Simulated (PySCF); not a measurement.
Species: C6H8NO (doublet state).
Cartesian coordinates in Å at the GFN2-xTB level; atoms count from 1:
```xyz
16
C6H8NO angstrom
C     -3.2777   -0.4981    0.5241
C     -1.8860   -0.2629    0.2300
C     -0.7337   -0.0426   -0.0350
C      0.6578    0.2108   -0.3289
C      1.2281    1.3034    0.5960
N      1.4201   -0.9831   -0.3340
C      2.5453   -1.0400   -0.9954
O      2.9174   -0.4501   -1.9973
H     -3.4309   -1.5463    0.7781
H     -3.8852   -0.2562   -0.3478
H     -3.5937    0.1232    1.3615
H      0.7491    0.6048   -1.3687
H      2.2564    1.5215    0.3177
H      1.2015    0.9521    1.6251
H      0.6314    2.2081    0.5148
H      3.1924   -1.8355   -0.5516
```

The hyperfine couplings belong to this conformer and change with its torsions.

The species is `CC#C[C@@H](C)[N]C=O` [radical].

Level of theory: UKS B3LYP, pcH-1 on C H N O, non-relativistic, mean-field spin-orbit, GIAO (PySCF). Geometry: GFN2-xTB, one conformer, isolated molecule. A GFN2-xTB geometry isn't a minimum of the functional, and hyperfine couplings can be far from their values at a DFT geometry. The frame is twisted about the N6–C7 bond at this geometry (dihedral C4–N6–C7–O8 = -29°); couplings at other torsion angles weren't computed. Stability of the SCF solution: not tested.

(1) Break the g tensor into its mass correction, gauge correction and orbital-Zeeman/spin–orbit terms.

(2) At 9.795 GHz, how far is the centre of the isotropic spectrum from where a free electron (g = 2.002319) resonates?

(3) What effective moment and Curie constant follow for a powder?

(4) What are the electron Larmor frequencies g μB B/h along the three axes at 330 mT?

(5) In a frozen sample, at which fields do the three g values resonate at 9.5, 34, 94 and 263 GHz (hyperfine left aside), and which band first spreads them over more than twice a line width of 0.5 mT?

Results:

(1) 
```
                    Δg (ppt)      1      2      3
relativistic mass correction  -0.24  -0.24  -0.24
            gauge correction   0.01   0.03   0.03
   orbital Zeeman/spin–orbit   1.19   2.48   9.03
                       total   0.97   2.27   8.82
```

So g = 2.00328, 2.00459, 2.01114 and g_iso = 2.00634; the tensor is rhombic: the two nearest values differ by 17 % of g3 − g1. 

(2) B = hν/(g μB) with μB/h = 13.99624 MHz/mT gives 349.51 mT for the free electron and 348.81 mT at g_iso, 0.70 mT lower.

(3) With the mean of g² = 4.0254 and S(S+1) = 0.75: μ_eff = √(⟨g²⟩S(S+1)) = 1.738 μB and χT = 0.12505·⟨g²⟩·S(S+1) = 0.378 cm³ K/mol (cgs; spin-Hamiltonian part alone).

(4) 9.2527, 9.2587, 9.2890 GHz for g1, g2 and g3, a range of 36.3 MHz.

(5) 
```tsv
band	GHz	B(g3) mT	B(g2) mT	B(g1) mT	spread mT
X	9.5	337.50	338.60	338.82	1.32
Q	34.0	1207.88	1211.83	1212.62	4.74
W	94.0	3339.44	3350.35	3352.54	13.10
J	263.0	9343.32	9373.85	9379.97	36.65
```

The spread grows in proportion to the frequency. X band is the first where it exceeds 1.0 mT.

The Mulliken spin populations are largest on N6 (+0.74), O8 (+0.24), C7 (-0.10) and H12 (+0.06). The positive populations add up to 1.14 and the negative ones to -0.14, together 2S = 1.

The HOMO–LUMO gaps are 7.19 eV among the α and 2.73 eV among the β orbitals.
